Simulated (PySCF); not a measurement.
## Electronic structure of P⁺ (phosphorus, charge +1) at the UHF level

Configuration: [Ne] 3s2 3p2, high-spin 3P determinant. Computed with PySCF 2.14 in x2c-TZVPall (5s5p2d1f, 37 functions), with the spin-free X2C one-electron Hamiltonian (Gaussian nucleus).

| Quantity | Value |
| --- | --- |
| Total energy | -341.162278 hartree |
| One-electron energy | -466.8985 hartree |
| Hartree (Coulomb) energy | 148.1902 hartree |
| Exchange energy | -22.4540 hartree |
| ⟨S²⟩ | 2.0130 |
| ⟨L²⟩ | 2.039 |
| Sum of ⟨r⟩ | 12.09 bohr |
| Sum of ⟨r²⟩ | 20.93 bohr² |
| Traceless quadrupole moment −½Σ⟨3z² − r²⟩ along its main axis | 2.14 e·bohr² |
| Langevin diamagnetic susceptibility | -16.6 ×10⁻⁶ cm³/mol |
| Time after the integrals | 0.17 s of wall time on 1 thread of Neoverse-N1 (shared host) |

```csv
shell,electrons,mean orbital energy (hartree),spread (hartree),"rms radius, mean of both spins (bohr)"
1s α,1,-80.60680,0,0.120
1s β,1,-80.58863,0,0.120
2s α,1,-7.95916,0,0.560
2s β,1,-7.94098,0,0.560
2p α,3,-5.81710,0.01700,0.539
2p β,3,-5.78353,0.02010,0.539
3s α,1,-1.14155,0,1.99
3s β,1,-0.93788,0,1.99
3p α,2,-0.72459,0,2.31
```

Densities and radii are taken from the X2C orbitals without a picture-change correction, which distorts them close to the nucleus.
